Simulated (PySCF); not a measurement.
A structure optimised at ωB97X-D3(BJ)/def2-SVP, used in a PySCF frequency run:

```xyz
14

C      1.9290    -0.8573    -0.7731
C      1.5229     0.5822    -0.4347
Si     0.0605     0.6882     0.7599
Si    -1.7743    -0.4678    -0.1130
H      2.7976    -0.8864    -1.4504
H      1.1082    -1.4031    -1.2677
H      2.1968    -1.4242     0.1339
H      2.3722     1.1297     0.0092
H      1.2518     1.1321    -1.3529
H      0.4272     0.0852     2.0796
H     -0.3220     2.1148     0.9943
H     -2.0510    -0.0010    -1.5065
H     -2.9984    -0.2455     0.7133
H     -1.5001    -1.9360    -0.1618
```
Charge 0, spin multiplicity 1.

Task: Write its SMILES and formula.

Result: CC[SiH2][SiH3], C2H10Si2

Task: What are its rotational constants (standard atomic weights)?

Result: 6.0581, 2.3304, 1.8614 GHz
